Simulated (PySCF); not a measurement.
CsCl, SMILES [Cl][Cs]. The structure is a stationary point at PBE-D3(BJ)/def2-TZVPD. The def2 effective core potentials stand for the cores of Cs; spin–orbit coupling is left out.

### Question
Give the equilibrium geometry at PBE-D3(BJ)/def2-TZVPD (PySCF confirms it by a frequency run) as Cartesian coordinates in Å, and its point group. (Estimate from the structure and the level; the computed values follow.)

### Answer
point group C∞v.
```xyz
2

Cs     0.0000     0.0000    -0.6940
Cl     0.0000     0.0000     2.2453
```
